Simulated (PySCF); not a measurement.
## Excitation energy of F by level of theory

F [He] 2s2 2p5 (2P) → F [He] 2s1 2p6 (2S), as a difference of total energies. Calculation: PySCF 2.14, in ANO-RCC-VTZP; the spin-free X2C one-electron Hamiltonian (Gaussian nucleus). Correlated levels: valence: 1s2 frozen. The calculations carry no spin-orbit coupling.

| method | excitation energy (eV) |
| --- | --- |
| UHF | 23.973 |
| MP2 (valence) | 21.979 |
| SCS-MP2 (valence) | 21.869 |
| CCSD (valence) | 21.487 |
| CCSD(T) (valence) | 21.254 |
| CCSDT (valence) | 21.236 |

How much does correlation contribute at CCSD(T) (valence)?

21.254 − (23.973) = -2.719 eV, measured against UHF.

A first-order spin-orbit estimate (lowest level to lowest level, LS coupling) adds 0.018 eV.

The upper state lies above the first ionisation limit, where it may autoionise and the basis confines it.
